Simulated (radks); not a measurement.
The numbers below are computed, except where a source is named.
Coherent X-ray form factor from a spherical all-electron density. Code: a radial shooting solver on a logarithmic mesh with Libxc functionals. Model: Dirac Kohn-Sham, PBE, spin-unpolarised, spherical densities, finite nucleus; Fermi nuclear charge, rms radius of each element as measured or else 0.836 A^(1/3) + 0.57 fm.

sin(theta)/lambda (1/angstrom),f0 (electrons)
0.05,57.402
0.1,55.707
0.15,53.174
0.2,50.144
0.25,46.942
0.3,43.816
0.4,38.288
0.5,33.826
0.6,30.161
0.8,24.385
1,20.295
1.25,17.018
1.5,14.787
2,11.084

The species is in the configuration that NIST lists as its ground one. Which atom or ion scatters so?

Answer. The samarium ion Sm4+, [Xe] 4f4. Extrapolating in s^2 from the first two rows gives f0(0) = 58.0, near the electron count 58; among species with that count, the fall with angle is slower the higher Z, and the table is that of Z = 62; from so few rows the species is fixed only to a neighbour or two.
